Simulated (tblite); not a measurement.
C6H8NO (doublet state).
Z-matrix (Å and degrees, GFN2-xTB geometry), rows numbered from 1:
```
C 
C   1  1.3340
C   2  1.4892  1  119.74
N   3  1.2230  2  127.48  1  -165.90
C   2  1.4580  1  125.79  3  -177.65
C   5  1.3308  2  126.64  1   -36.75
C   6  1.4982  5  127.20  2    -1.77
O   7  1.4093  6  112.39  5  -149.40
H   1  1.0757  2  121.53  3   173.75
H   1  1.0777  2  122.02  3    -2.63
H   3  1.1002  2  111.81  1    13.36
H   5  1.0828  2  113.73  1   146.71
H   6  1.0824  5  119.05  2  -179.35
H   7  1.1012  6  110.51  5   -25.08
H   7  1.0960  6  110.00  5    94.36
H   8  0.9635  7  108.98  6    57.32
```

The geometry is computed with GFN2-xTB (gas phase). This method treats the open shell by occupation alone, without spin polarisation.

Masses are those of the commonest isotopes; rigid-rotor values at the optimised geometry. The values belong to one conformer with, in the numbering `[CH2:1]=[C:2]([CH:3]=[N:4])/[CH:5]=[CH:6]\[CH2:7][OH:8]`, C1–C2–C3–N4 -166°, C1–C2–C5–C6 -37°, C5–C6–C7–O8 -149°, C6–C7–O8–H 57°.

(1) What are A, B and C (MHz)?

(2) Classify the top.

(3) What does the inertial defect say?

(4) Give the other two planar moments, Paa and Pbb, and the rms extents of the mass along the axes.

(5) Give the coordinates in the principal-axis frame, origin at the centre of mass.

(6) Estimate the classical rotational partition function at 10 K, 25 K and 500 K.

Answers

(1) Ia = 111.63, Ib = 489.06, Ic = 553.22 u·Å²; 505379 MHz·u·Å²/I gives A = 4527, B = 1033, C = 913.5 MHz.

(2) A near-prolate asymmetric top; Ray's κ = -0.934.

(3) Not planar: Δ = Ic − Ia − Ib = -47.48 u·Å². For a rigid frame Δ = −2 Σ m c², so Σ m c² = 23.74 u·Å² lies off the ab plane: 6.10 from hydrogen and 17.64 from heavier atoms. The atom farthest from that plane is 1.18 Å away.

(4) Paa = Σ m a² = (Ib + Ic − Ia)/2 = 465.32 and Pbb = Σ m b² = (Ia + Ic − Ib)/2 = 87.89 u·Å². With the mass M = 110.06 u, the rms extents √(P/M) along a, b and c are 2.06, 0.89, 0.46 Å.

(5) The sense of each axis is arbitrary; atoms in the order of the calculation.
```
atom  mass (u)   a (Å)   b (Å)   c (Å)
  C1    12.000   0.755  -1.775   0.172
  C2    12.000   1.052  -0.475   0.132
  C3    12.000   2.363  -0.034  -0.421
  N4    14.003   2.883   1.067  -0.315
  C5    12.000   0.215   0.607   0.635
  C6    12.000  -1.113   0.674   0.583
  C7    12.000  -2.047  -0.322  -0.033
  O8    15.995  -3.217   0.280  -0.538
  H9     1.008  -0.138  -2.133   0.654
 H10     1.008   1.419  -2.526  -0.223
 H11     1.008   2.871  -0.845  -0.964
 H12     1.008   0.777   1.442   1.035
 H13     1.008  -1.611   1.546   0.987
 H14     1.008  -1.533  -0.898  -0.819
 H15     1.008  -2.402  -1.025   0.729
 H16     1.008  -2.970   0.952  -1.183
```

(6) Point group C1, symmetry number σ = 1; q = (√π/σ)·√((kT/h)³/(ABC)), k/h = 20836.6 MHz/K: 2580 at 10 K, 10200 at 25 K, 912000 at 500 K.

For this open shell read J as N, the rotation without spin; fine and hyperfine splittings come on top. Its GFN2-xTB frequencies are all real (lowest 41 cm⁻¹). Constants of a rigid frame at the computed geometry: no zero-point averaging, no centrifugal distortion.
